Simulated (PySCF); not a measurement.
Cartesian coordinates in Å; atom numbers follow the order of the lines, from 1:
```xyz
15

F    -1.783   -0.794   -1.532
C    -1.399   -1.004   -0.249
F    -1.906   -2.175    0.102
O    -1.910   -0.050    0.557
C    -1.249    1.184    0.402
O     0.138    1.021    0.616
C     0.662    0.073   -0.205
F     0.704    0.553   -1.492
C     2.123   -0.217    0.241
F     2.709   -1.097   -0.557
F     2.844    0.898    0.228
F     2.138   -0.701    1.478
O    -0.024   -1.125   -0.203
H    -1.614    1.842    1.190
H    -1.436    1.602   -0.599
```

[PySCF 2.14: shieldings: GIAO PBE0/pcSseg-1; coordinates at the GFN2-xTB level; averaged over atoms made equivalent by symmetry, fast rotation or ring inversion; no relativistic terms; one conformer; no solvent model]

**Question.** List the cross peaks expected in HSQC, COSY and HMBC spectra.

**Answer.** 

HSQC (one-bond C–H):
```tsv
δH	δC
6.03 (H15)	89.0 (C5)
5.59 (H14)	89.0 (C5)
```

COSY cross peaks (H two or three bonds apart, from the bond graph; peaks can be absent where the dihedral angle is near 90°):
```tsv
δH	δH
6.03 (H15)	5.59 (H14)
```

HMBC (two and three bonds, from the bond graph):
```tsv
δH	δC
6.03 (H15)	126.6 (C2), 117.4 (C7)
5.59 (H14)	126.6 (C2), 117.4 (C7)
```

Scale: TMS for $^{1}$H, $^{13}$C (reference shieldings calculated alike).

Shifts are as computed. Against solution values, carbons near 30 ppm lie about +3 ppm off and those near 130 ppm about +5 ppm. Of 1211 compounds with measured shifts, 218 miss one by over three times the rms of a fit or turn the order of signals round; such compounds aren't used in these exercises.
